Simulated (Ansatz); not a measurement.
`CC1=N[SiH2][SiH2]1`, relaxed with RKS PBE-D4/def2-SVP in Ansatz 0.2.0 from a rough embedded geometry. The force threshold is 0.03 eV/Å; the program also tests the step.

Charge 0, multiplicity 1.

Start:

```xyz
12

C    -1.873   -0.256    0.496
C    -0.439   -0.252    0.126
N     0.231   -1.287   -0.223
Si    1.829   -0.622   -0.699
Si    0.682    1.206   -0.041
H    -2.469    0.141   -0.231
H    -2.168   -1.289    0.761
H    -1.943    0.345    1.430
H     2.810   -1.166    0.295
H     2.067   -0.804   -2.085
H     1.005    1.836    1.269
H     0.270    2.149   -1.098
```

(1) How much energy does the relaxation release, and in how many steps? (Best estimate.)

(2) Which bonds change most? (Best estimate.)

(3) Give the relaxed structure. (Best estimate.)

Results:

(1) The calculation gave: 56.27 kJ/mol, in 8 steps, 1 of them rejected.

(2) Computed: C2–Si5 from 1.847 to 1.954 Å; Si4–Si5 from 2.256 to 2.349 Å; C1–H6 from 1.021 to 1.111 Å; Si4–H10 from 1.419 to 1.505 Å.

(3) Computed: 
```xyz
12

C    -1.901   -0.308    0.560
C    -0.468   -0.255    0.120
N     0.202   -1.326   -0.203
Si    1.840   -0.677   -0.647
Si    0.702    1.297   -0.079
H    -2.535    0.305   -0.117
H    -2.266   -1.354    0.567
H    -2.010    0.134    1.573
H     2.931   -1.215    0.239
H     2.203   -0.966   -2.079
H     1.013    2.055    1.190
H     0.290    2.308   -1.124
```
